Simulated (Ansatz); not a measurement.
Basis-set extrapolation for CH₅O₂Si (`C[Si](O)O`) radical (PBE0-D4/def2-TZVP geometry, frozen core, the Gaussian-basis code of Ansatz). Multiplicity 2, UHF reference.

```tsv
	def2-TZVPP	def2-QZVPP
HF	-479.610323	-479.629573
MP2 correlation	-0.759338	-0.818943
CCSD(T) correlation	-0.812886	not run
```

Energies in hartree. Use E(X) = E(∞) + A·exp(−7.88·√X) for Hartree–Fock and E(X) = E(∞) + B·X^(−2.97) for correlation, with X = 3 and 4, and add CCSD(T) minus MP2 of the smaller set to the MP2 limit.

What is the CCSD(T) energy at the basis-set limit?

HF limit: -479.629573 + (-0.019250) × 0.13774 = -479.63222. MP2 limit: -0.818943 + (-0.059605) × 0.74074 = -0.86309. Higher-order term: -0.812886 − (-0.759338) = -0.05355. Total: -480.54886 hartree, 78.8 kcal/mol below CCSD(T)/def2-TZVPP.
